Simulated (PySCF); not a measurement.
BrSi, SMILES [Si]Br (connectivity only; charge and spin as stated), neutral, multiplicity 2.

Geometry optimised at PBE0-D3(BJ)/def2-TZVP.

Two levels are set side by side: PBE/def2-TZVPD (PySCF) and PBE0/def2-TZVPD (PySCF). Same geometry, gas phase. Differences are taken from unrounded values.

```json
[
 {"quantity": "α-spin orbital gap (eV)", "PBE0": "2.11", "PBE": "0.22", "PBE minus PBE0": "-1.89"},
 {"quantity": "β-spin orbital gap (eV)", "PBE0": "5.68", "PBE": "3.83", "PBE minus PBE0": "-1.85"},
 {"quantity": "dipole moment (D)", "PBE0": "0.77", "PBE": "0.58", "PBE minus PBE0": "-0.19"}
]
```

Rough cost on one machine, each run with all the roots and properties that it gave: PBE0 against PBE within a factor of 2.
